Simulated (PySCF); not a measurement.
# Core binding energy against partial charge

Species: C5H14AlN.
SMILES with atom numbers: `[CH3:1][CH2:2][CH2:3][AlH:4][N:5]([CH3:6])[CH3:7]`

Binding energies: delta-SCF UKS SCAN, pcX-2 on the ionised atom, pcseg-1 elsewhere, spin-free X2C in PySCF. Charges: PBE0/pcSseg-1 ground-state density, for the ionised atom.

```csv
atom,environment,C 1s (eV),Mulliken (e),IAO (e),Hirshfeld (e),ESP (e)
C3,chain CH2 carbon,289.39,-0.616,-0.618,-0.216,-0.449
C1,methyl carbon,290.32,-0.274,-0.405,-0.116,-0.386
C2,chain CH2 carbon,290.44,-0.289,-0.223,-0.066,+0.336
C6,N-methyl carbon,291.22,-0.079,-0.280,-0.073,-0.417
```

How well does each charge scheme correlate with the binding energies over these sites?

Mulliken: r = 0.99, slope 3.3 eV per e; Hirshfeld: r = 0.89, slope 9.6 eV per e; IAO: r = 0.84, slope 3.6 eV per e; ESP: r = 0.12, slope 0.2 eV per e. Mulliken charges have the highest r, on only 4 points.

The point-charge model writes a binding energy as kq + V + constant, with V the potential of the other atoms' charges at the site. What does it give with the Mulliken charges?

V = Σ 14.40 eV Å × q/r over all other atoms: +5.95 eV at C3, +2.42 eV at C1, +0.76 eV at C2, -0.77 eV at C6. Fitting binding energy − V to q gives k = 15.8 eV per e and leaves an rms residual of 0.71 eV, against 0.09 eV for the fit on q alone. The model has no term for differences in relaxation between sites.

Isolated species at its PBE0-D3(BJ)/def2-SVP geometry (one conformer only).

Shape of the structure used: `[CH3:1][CH2:2][CH2:3][AlH:4][N:5]([CH3:6])[CH3:7]`: C1–C2–C3–Al4 -179°, C2–C3–Al4–N5 69°, C3–Al4–N5–C6 2°.
